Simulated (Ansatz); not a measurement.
# Computed against measured: atomisation enthalpy at 298 K

8 molecules; the atomisation enthalpy at 298 K in kJ/mol, computed less measured. Shapes, held fixed at every level: PBE0-D4/def2-TZVP. Flexible molecules stand in one conformer, not always the lowest. Thermal terms are harmonic and unscaled (PBE0-D4/def2-TZVP); the spin-orbit lowering of the free atoms is taken from their spectra. Programs: Ansatz 0.2.0. Measured values: Active Thermochemical Tables, CRC Handbook of Chemistry and Physics.

Levels: A = SPW92/def2-TZVPP; B = BHLYP-D4/def2-TZVPP; C = MP2/def2-TZVPP; D = CCSD(T)/def2-TZVPP.

| molecule | from tabulated heats | A | B | C | D |
| --- | --- | --- | --- | --- | --- |
| BiCl3 (bismuth trichloride) | 837 | +309 | +23 | +63 | +13 |
| CBr2Cl2 (dibromodichloromethane) | 1180 | +340 | -134 | +31 | -73 |
| CHBr2Cl (chlorodibromomethane) | 1283 | +293 | -100 | +13 | -57 |
| C3H6 (SMILES C1CC1) | 3405 | +478 | -81 | -43 | -81 |
| C3H7F (2-fluoropropane) | 4049 | +603 | -88 | -30 | -75 |
| C2H8N2 (1,2-dimethylhydrazine) | 4030 | +650 | -122 | -105 | -133 |
| C3H8S2 (1,3-propanedithiol) | 4478 | +676 | -123 | -73 | -118 |
| C6H8N2 (adiponitrile) | 6841 | +1059 | -256 | -31 | -206 |

(1) Which level does best on this set, which worst, and which err to one side?

Results:

(1) 
| level | kind | mean error | mean absolute error | worst case |
| --- | --- | --- | --- | --- |
| SPW92/def2-TZVPP | LDA | +551.0 | 551.0 | C6H8N2 |
| BHLYP-D4/def2-TZVPP | global hybrid | -110.1 | 115.9 | C6H8N2 |
| MP2/def2-TZVPP | perturbation theory | -21.9 | 48.6 | C2H8N2 |
| CCSD(T)/def2-TZVPP | coupled cluster or CI | -91.2 | 94.5 | C6H8N2 |

On this set MP2/def2-TZVPP has the smallest mean absolute error and SPW92/def2-TZVPP the largest. SPW92/def2-TZVPP is too high in 8 of 8; BHLYP-D4/def2-TZVPP is too low in 7 of 8; CCSD(T)/def2-TZVPP is too low in 7 of 8. The heats of BiCl3 come from older tables and can be uncertain by 10 kJ/mol or more. The molecules' own spin-orbit binding is left out, so errors for heavy halides read too negative. The tabulated value of C3H7F is in doubt (older tables, estimates, or at odds with other calculations) and kept here. Over the 7 molecules whose values aren't doubted the mean absolute errors are A 543.6; B 119.9; C 51.3; D 97.3. For SPW92/def2-TZVPP and CCSD(T)/def2-TZVPP the error grows with the size of the molecule. Correlated wave functions converge slowly with the basis. For atoms past krypton def2 sets carry core potentials with scalar relativity. Relativity is left out for Br. Outer-core shells of Bi, Br are correlated in most correlated rows, in sets that cover them unevenly. The set is small.
